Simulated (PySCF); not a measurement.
BFH₄Si. Atoms are numbered in the order given.

```xyz
7

B     -0.5487     0.7887     0.0000
F      0.3311     1.7812     0.0000
H     -1.7034     1.1109     0.0000
Si     0.0649    -1.1516     0.0000
H     -0.4910    -1.8309     1.1989
H     -0.4910    -1.8309    -1.1989
H      1.5398    -1.3009     0.0000
```
Charge 0, spin multiplicity 1.

The structure is a stationary point at B3LYP-D3(BJ)/def2-TZVP.

The numbers are results of B3LYP-D3(BJ)/def2-TZVP (PySCF), not measurements.

Frequencies are harmonic and unscaled.

```
mode  ν (cm⁻¹)  IR (km/mol)  Raman (Å⁴/amu)  depolarisation  moving atoms (share of kinetic energy)
----  --------  -----------  --------------  --------------  --------------------------------------
1           56          1.3             0.8            0.75                  H 75 %, B 15 %, F 10 %
2          242          6.2             0.6            0.25         F 41 %, H 27 %, B 16 %, Si 15 %
3          438         29.0             3.3            0.75                                  H 94 %
4          496         15.9             5.9            0.28         H 48 %, Si 26 %, B 14 %, F 12 %
5          676         25.1            13.4            0.27                 B 43 %, H 42 %, Si 14 %
6          823          0.6             1.3            0.75                          H 58 %, B 36 %
7          899        185.7             2.4            0.75                         H 89 %, Si 10 %
8          944         41.2            15.5            0.73                                  H 97 %
9          952         44.8            14.3            0.75                                  H 97 %
10        1113         43.1             3.5            0.42                  H 75 %, F 14 %, B 11 %
11        1301        235.0             3.3            0.34                   B 65 %, F 25 %, H 9 %
12        2206         41.4           238.3            0.04                                  H 98 %
13        2207         95.5            94.6            0.75                                  H 96 %
14        2227         98.0           116.8            0.36                                  H 96 %
15        2575        150.5           147.8            0.22                           H 91 %, B 9 %
```
